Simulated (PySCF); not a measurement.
**Electron correlation in Cl (chlorine, neutral)**

[Ne] 3s2 3p5, 2P determinant. Calculation: PySCF 2.14, in aug-cc-pVTZ-DK (6s5p3d2f, 50 functions); scalar relativity by spin-free X2C-1e. Frozen: [Ne]; 7 electrons correlated.

| level | correlation energy (mhartree) |
| --- | --- |
| CCSD | -184.10 |
| (T) | -6.15 |
| CCSD(T) | -190.25 |

Diagnostics: T1 = 0.0071, D1 = 0.0234, largest double amplitude 0.037.

Cost of the coupled-cluster step: about 2.5 core-seconds, for 7 correlated electrons.
